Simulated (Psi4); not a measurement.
Cl3OTa, charge -1, doublet, at a GFN2-xTB geometry (such geometries of metal compounds can be far from the true shape) (the multiplicity is a formal guess) (core potentials on Ta) (a gas-phase anion, which may not be bound at this level); HF/def2-TZVPP (Psi4).

Here is a job for Psi4.
```
memory 2 GB

molecule mol {
-1 2
Ta    0.201298    0.138199   -0.123119
O     1.491866    1.122330   -0.631549
Cl    1.362621   -1.410947    1.185473
Cl   -1.448541   -1.458247   -0.441938
Cl   -1.480533    1.747597    0.082351
}

set {
  basis def2-tzvpp
  reference uhf
}

energy('scf')
print_variables()
```

Output, abridged:

```
   => Loading Basis Set <=

    Name: DEF2-TZVPP
    Role: ORBITAL
    Keyword: BASIS

    !!!  WARNING: ECP capability is in beta. Please check occupations closely.  !!!

         ---------------------------------------------------------
                                   SCF
               by Justin Turney, Rob Parrish, Andy Simmonett
                          and Daniel G. A. Smith
                              UHF Reference
         ---------------------------------------------------------

  ==> Geometry <==

    Molecular point group: c1
    Full point group: C1

    Geometry (in Angstrom), charge = -1, multiplicity = 2:

       Center              X                  Y                   Z               Mass
    ------------   -----------------  -----------------  -----------------  -----------------
         TA           0.183044945621     0.125817184806    -0.111525728759   180.947995800000
         O            1.473612945621     1.109948184806    -0.619955728759    15.994914619570
         CL           1.344367945621    -1.423328815194     1.197066271241    34.968852682000
         CL          -1.466794054379    -1.470628815194    -0.430344728759    34.968852682000
         CL          -1.498786054379     1.735215184806     0.093944271241    34.968852682000

  Running in c1 symmetry.

  Rotational constants: A =      0.06475  B =      0.04398  C =      0.03059 [cm^-1]
  Rotational constants: A =   1941.05248  B =   1318.49737  C =    916.95056 [MHz]
  Nuclear repulsion =  376.394416436973245

  Charge       = -1
  Multiplicity = 2
  Electrons    = 73
  Nalpha       = 37
  Nbeta        = 36

  ==> Algorithm <==

  SCF Algorithm Type is DF.
  DIIS enabled.
  MOM disabled.
  Fractional occupation disabled.
  Guess Type is SAD.
  Energy threshold   = 1.00e-06
  Density threshold  = 1.00e-06
  Integral threshold = 1.00e-12

  ==> Primary Basis <==

  Basis Set: DEF2-TZVPP
    Blend: DEF2-TZVPP
    Number of shells: 69
    Number of basis functions: 213
    Number of Cartesian functions: 251
    Spherical Harmonics?: true
    Max angular momentum: 4

  Core potential: DEF2-TZVPP
    Number of shells: 4
    Number of ECP primitives: 10
    Number of ECP core electrons: 60
    Max angular momentum: 3

   => Loading Basis Set <=

    Name: (DEF2-TZVPP AUX)
    Role: JKFIT
    Keyword: DF_BASIS_SCF

  ==> Integral Setup <==

  SCF_SUBTYPE=INCORE selected. In-core MEM_DF algorithm will be used.
  Using in-core AOs.

  ==> MemDFJK: Density-Fitted J/K Matrices <==

    J tasked:                   Yes
    K tasked:                   Yes
    wK tasked:                   No
    Algorithm:                 Core
    Schwarz Cutoff:           1E-12
    Mask sparsity (%):      10.0509
    Fitting Condition:        1E-10

   => Auxiliary Basis Set <=

  Basis Set: (DEF2-TZVPP AUX)
    Blend: DEF2-UNIVERSAL-JKFIT
    Number of shells: 184
    Number of basis functions: 688
    Number of Cartesian functions: 899
    Spherical Harmonics?: true
    Max angular momentum: 6

  Minimum eigenvalue in the overlap matrix is 1.6387931758E-03.
  Reciprocal condition number of the overlap matrix is 3.5225666899E-04.
    Using symmetric orthogonalization.

  ==> Pre-Iterations <==

  SCF Guess: Superposition of Atomic Densities via on-the-fly atomic UHF (no occupation information).

   -------------------------
    Irrep   Nso     Nmo
   -------------------------
     A        213     213
   -------------------------
    Total     213     213
   -------------------------

  ==> Iterations <==

                           Total Energy        Delta E     RMS |[F,P]|

   @DF-UHF iter SAD: -1508.78974942207515   -1.50879e+03   0.00000e+00
   @DF-UHF iter   1: -1509.80914899744175   -1.01940e+00   4.09658e-03 ADIIS/DIIS
   @DF-UHF iter   2: -1509.62996511845540    1.79184e-01   5.40655e-03 ADIIS/DIIS
   @DF-UHF iter   3: -1510.12531430212448   -4.95349e-01   4.95412e-04 ADIIS/DIIS
   @DF-UHF iter   4: -1510.13231203141117   -6.99773e-03   1.65323e-04 ADIIS/DIIS
   @DF-UHF iter   5: -1510.13417953422436   -1.86750e-03   7.38813e-05 DIIS
   @DF-UHF iter   6: -1510.13489421031272   -7.14676e-04   3.84081e-05 DIIS
   @DF-UHF iter   7: -1510.13513440592874   -2.40196e-04   1.87565e-05 DIIS
   @DF-UHF iter   8: -1510.13518485992654   -5.04540e-05   1.09055e-05 DIIS
   @DF-UHF iter   9: -1510.13520096548564   -1.61056e-05   6.76618e-06 DIIS
   @DF-UHF iter  10: -1510.13520837036572   -7.40488e-06   4.24906e-06 DIIS
   @DF-UHF iter  11: -1510.13521169711566   -3.32675e-06   2.51927e-06 DIIS
   @DF-UHF iter  12: -1510.13521309717498   -1.40006e-06   1.25295e-06 DIIS
   @DF-UHF iter  13: -1510.13521341349042   -3.16315e-07   6.21442e-07 DIIS
  Energy and wave function converged.

  ==> Post-Iterations <==

   @Spin Contamination Metric:   1.050958531E-02
   @S^2 Expected:                7.500000000E-01
   @S^2 Observed:                7.605095853E-01
   @S   Expected:                5.000000000E-01
   @S   Observed:                5.000000000E-01

    Orbital Energies [Eh]
    ---------------------

    Alpha Occupied:

[...]
      37A     -0.157123

    Alpha Virtual:

[...]
    Beta Occupied:

[...]
    Beta Virtual:

[...]
    Final Occupation by Irrep:
              A
    DOCC [    36 ]
    SOCC [     1 ]
    NA   [    37 ]
    NB   [    36 ]

  @DF-UHF Final Energy: -1510.13521341349042

   => Energetics <=

    Nuclear Repulsion Energy =            376.3944164369732448
    One-Electron Energy =               -2869.7150278580215854
    Two-Electron Energy =                 983.1853980075579784
    Total Energy =                      -1510.1352134134904190

  UHF NO Occupations:
  HONO-2 :   35  A 1.9991488
  HONO-1 :   36  A 1.9974718
  HONO-0 :   37  A 1.0000000
  LUNO+0 :   38  A 0.0025282
  LUNO+1 :   39  A 0.0008512
  LUNO+2 :   40  A 0.0006638
  LUNO+3 :   41  A 0.0005122

Computation Completed

Properties will be evaluated at   0.000000,   0.000000,   0.000000 [a0]

Properties computed using the SCF density matrix

 Multipole Moments:

 ------------------------------------------------------------------------------------
     Multipole            Electronic (a.u.)      Nuclear  (a.u.)        Total (a.u.)
 ------------------------------------------------------------------------------------

 L = 1.  Multiply by 2.5417464519 to convert [e a0] to [Debye]
 Dipole X            :         25.1280616          -25.3074370           -0.1793754
 Dipole Y            :         17.1452033          -17.3541349           -0.2089315
 Dipole Z            :        -15.6739270           15.5370231           -0.1369039
 Magnitude           :                                                    0.3075233

 ------------------------------------------------------------------------------------

  Variable Map:
  ----------------------------------------------------------------------------
[...]
  Array Variable Map:
  ----------------------------------------------------------------------------
[...]
[...]
```
